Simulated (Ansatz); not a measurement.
Si(Me)(OH)3 (CH₆O₃Si), SMILES C[Si](O)(O)O.

Geometry optimised at B3LYP-D3(BJ)/def2-SVP. The geometry has at least one imaginary mode, so it is a saddle point at that level. The values are those of a single conformer.

Two levels are set side by side: PBE/def2-TZVPD (Ansatz, a first-principles code) and PBE0/def2-TZVPD (Ansatz). Energy differences of separate SCF runs at the same geometry; the states with an electron removed or added have multiplicity 2 and 2. Differences are taken from unrounded values.

```csv
quantity,PBE0
vertical ionisation energy (eV),10.72
vertical singlet–triplet gap (eV),7.11
```

### Question
What does PBE give, and how far is it from PBE0? (The exact figures need the calculation; the answer reports its results.)

### Answer

```json
[
 {"quantity": "vertical ionisation energy (eV)", "PBE": "10.14", "PBE minus PBE0": "-0.57"},
 {"quantity": "vertical singlet–triplet gap (eV)", "PBE": "6.31", "PBE minus PBE0": "-0.81"}
]
```
